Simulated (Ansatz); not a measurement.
Species: C4H5S, net charge -1, singlet state. It need not be the lowest isomer of its formula. Whether it binds its extra electron was not tested at this geometry. 
Coordinates optimised at B3LYP-D3(BJ)/def2-TZVP (Ansatz, a first-principles code):
SMILES: [CH-]1SCC=C1
```xyz
10

C     -1.3118     0.0698    -0.2642
C     -0.7829    -1.2205    -0.1998
C      0.5785    -1.3747    -0.0020
C      1.3040    -0.0538    -0.1048
S      0.0047     1.2067     0.2734
H     -2.3065     0.3165     0.0910
H     -1.4409    -2.0825    -0.3041
H      1.1095    -2.2986    -0.2104
H      2.1362     0.0786     0.5954
H      1.7003     0.1541    -1.1209
```
Charge -1, spin multiplicity 1.

Basis-set convergence of Hartree-Fock and CCSD(T) correlation energies (hartree) with Ansatz. Correlated levels leave the core frozen unless marked. No spin-orbit coupling. Non-relativistic.

```json
[
 {"basis": "aug-cc-pV(D+d)Z", "functions": "169", "E(HF)": "-551.85134", "E(corr, CCSD(T))": "-0.80471"},
 {"basis": "aug-cc-pV(T+d)Z", "functions": "354", "E(HF)": "___", "E(corr, CCSD(T))": "___"}
]
```

Some entries are withheld; supply them.


- aug-cc-pV(T+d)Z, E(HF): -551.89922
- aug-cc-pV(T+d)Z, E(corr, CCSD(T)): -0.94950
